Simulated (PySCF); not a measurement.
Spin–spin coupling constants

Cartesian coordinates in Å; atom numbers follow the order of the lines, from 1:
```xyz
12

B     1.2689    0.7372    0.0116
C    -0.0681    1.4496    0.0320
C    -1.2181    0.6940    0.0153
C    -1.1838   -0.7265   -0.0202
C     0.0171   -1.3821   -0.0387
N     1.1879   -0.6943   -0.0239
H     2.3664    1.2416    0.0219
H    -0.1652    2.5389    0.0592
H    -2.2030    1.1752    0.0291
H    -2.1077   -1.3063   -0.0329
H     0.0770   -2.4731   -0.0660
H     2.0311   -1.2556   -0.0395
```

Indirect spin–spin couplings were computed at B3LYP/pcJ-1 (spin–dipole term only in couplings to heteroatoms) (PySCF 2.14) on a PBE0-D3(BJ)/def2-SVP structure, for the isolated molecule, without vibrational or relativistic corrections. Couplings are averaged over pairs made equivalent by symmetry, fast rotation or ring inversion, so a value needn't be that of the named pair in this geometry, while other rotamers aren't included; one pair stands for each set, and the list holds a selection of those of at least 0.8 Hz over up to four bonds.

Isotopes: $^{13}$C, $^{1}$H, $^{11}$B, $^{15}$N.

```
    pair  bonds  J (Hz)
  B1, C2      1       ?
  B1, N6      1   -22.6
  B1, H7      1       ?
  C2, C3      1    55.2
  C2, H8      1   156.3
  C3, C4      1    59.0
  C3, H9      1   159.9
  C4, C5      1    74.0
 C4, H10      1   170.8
  C5, N6      1       ?
 C5, H11      1   177.6
 N6, H12      1   -85.1
  B1, C5      2       ?
  C2, N6      2    -0.9
 C5, H10      2     4.9
 C5, H12      2       ?
  N6, H7      2       ?
 N6, H11      2    -1.5
  C2, C5      3     7.6
 C2, H10      3       ?
  C3, N6      3    -3.9
  C5, H9      3     7.7
  N6, H8      3    -3.8
  H8, H9      3    12.1
H10, H11      3     7.4
  H7, H9      4       ?
```

Estimate the withheld couplings, with signs.

Answers


- $^{1}J$(B1,C2) = 74.5 Hz (bond length 1.515 Å)
- $^{1}J$(B1,H7) = 142.9 Hz (bond length 1.208 Å)
- $^{1}J$(C5,N6) = -12.5 Hz (bond length 1.358 Å)
- $^{2}J$(B1,C5) = -1.8 Hz (angle at N6 124°)
- $^{2}J$(C5,H12) = -1.3 Hz (angle at N6 116°)
- $^{2}J$(N6,H7) = -4.7 Hz (angle at B1 118°)
- $^{3}J$(C2,H10) = 7.5 Hz (dihedral angle 180°)
- $^{4}J$(H7,H9) = 1.3 Hz
